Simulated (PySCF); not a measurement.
Atom-mapped SMILES (the numbers label the heavy atoms): `[N:1]#[C:2][CH2:3][B:4]([Cl:5])[Cl:6]`. Hydrogens are named by the atom that carries them.

PySCF 2.14 calculation with σ from GIAO-KT2/pcSseg-2 and coordinates at the PBE0-D3(BJ)/def2-SVP level; one conformer, isolated molecule, fast rotation and ring inversion assumed for equivalent nuclei, no relativistic terms.

δ = σ(ref) − σ, references computed at the same level: TMS for 13C (σ = 182.28 ppm), 1H (σ = 31.18 ppm); 15N (σ = 260.12 ppm) against NH3; 11B (σ = 98.29 ppm) vs BF3·OEt2; HCl for 35Cl (σ = 942.53 ppm).

```json
{"atoms": "Cl5/Cl6", "nucleus": "35Cl", "count": "2", "δ (ppm)": "301"}
{"atoms": "N1", "nucleus": "15N", "count": "1", "δ (ppm)": "282.9"}
{"atoms": "B4", "nucleus": "11B", "count": "1", "δ (ppm)": "58.5"}
{"atoms": "C2", "nucleus": "13C", "count": "1", "δ (ppm)": "110.3"}
{"atoms": "H(C3)", "nucleus": "1H", "count": "2", "δ (ppm)": "?"}
{"atoms": "C3", "nucleus": "13C", "count": "1", "δ (ppm)": "?"}
```

Task: Estimate the values marked ?.

Result: 
- C3: 19.7 ppm, sp3 CH2 bonded to B, α to a nitrile
- H(C3): 2.65 ppm, hydrogen on an sp3 CH2 bonded to B, α to a nitrile

A carbon bonded to boron is broadened by the quadrupolar boron nucleus and is often missing from a measured spectrum. Shifts are as computed. Against solution values, carbons near 30 ppm lie about +3 ppm off and those near 130 ppm about -1 ppm. Of 1211 compounds with measured shifts, 218 miss one by over three times the rms of a fit or turn the order of signals round; such compounds aren't used in these exercises. Experimental scales use liquid or dissolved standards, which lie at an offset from isolated NH3 (liquid NH3: subtract about 20 ppm). Unscaled 15N shifts of sp2 nitrogen come out 20 to 40 ppm too high even then.
